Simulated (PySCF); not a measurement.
## Worked example: dipole moment from atomic charges

Be(H)(Me) (CH₄Be), SMILES [BeH][CH3]. Atoms are numbered in the order given.

```xyz
6

Be     0.0000     0.0000    -1.0691
H      0.0000     0.0000    -2.4074
C      0.0000     0.0000     0.6056
H     -0.8798     0.5079     1.0167
H      0.8798     0.5079     1.0167
H      0.0000    -1.0159     1.0167
```

Coordinates come from a PBE0-D3(BJ)/def2-TZVPD optimisation.

Charges (e) from B3LYP/def2-TZVPD (PySCF):

| atom | ESP fit | IAO |
|---|---|---|
| Be1 | 0.599 | 1.265 |
| H2 | -0.321 | -0.561 |
| C3 | -0.634 | -1.139 |
| H4 | 0.119 | 0.145 |
| H5 | 0.119 | 0.145 |
| H6 | 0.118 | 0.145 |

The dipole moment of the full density is 0.57 D.

### Question
What dipole moment does each set of point charges give, and which comes closer to that of the density?

### Answer

μ = Σ q r, and 1 e Å = 4.8032 D.
ESP fit: Σ q r = (0.000, 0.001, 0.110) e Å, |μ| = 0.53 D.
IAO: Σ q r = (0.000, 0.000, -0.249) e Å, |μ| = 1.20 D.
ESP fit comes closer in size. Point charges leave out the atoms' own dipoles (lone pairs, polarised bonds); fits to the potential absorb them, partitions of the density don't.
